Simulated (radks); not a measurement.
Values are calculated unless marked as measured or tabulated.
The oxygen anion O2-, [Ne], held by a Watson sphere: a shell of charge +1.59 at radius R that stands for the Madelung well of a crystal (potential energy -1.59/R inside, -1.59/r outside, in hartree with lengths in bohr). Level of theory: scalar-relativistic Kohn-Sham, PBEsol, spin-polarised, spherical densities, finite nucleus; Fermi nuclear charge, rms radius of each element as measured or else 0.836 A^(1/3) + 0.57 fm (a radial shooting solver on a logarithmic mesh with Libxc functionals). Response by self-consistent Sternheimer equations with the Hartree and adiabatic LDA kernel, the relativistic mass of each level held fixed and spin-orbit coupling left out. The sphere does not respond.

| R (bohr) | e(1s) (eV) | e(2s) (eV) | e(2p) (eV) | <r> 2p (bohr) | sum of <r^2> (bohr^2) | X-ray form factor at sin(theta)/lambda = 0.3 1/angstrom | alpha (bohr^3) |
|---|---|---|---|---|---|---|---|
| 1.67 | -502.57 | -18.803 | -4.331 | 1.466 | 21.16 | 4.228 | 15.48 |
| 3.14 | -503.06 | -15.618 | -1.741 | 1.784 | 32.45 | 4.040 | 65.33 |
| 3.46 | -502.97 | -15.291 | -1.402 | 1.846 | 35.29 | 4.040 | 89.14 |
| 3.56 | -502.93 | -15.205 | -1.310 | 1.865 | 36.23 | 4.040 | 98.22 |
| 3.85 | -502.85 | -14.994 | -1.074 | 1.920 | 39.09 | 4.042 | 130.2 |
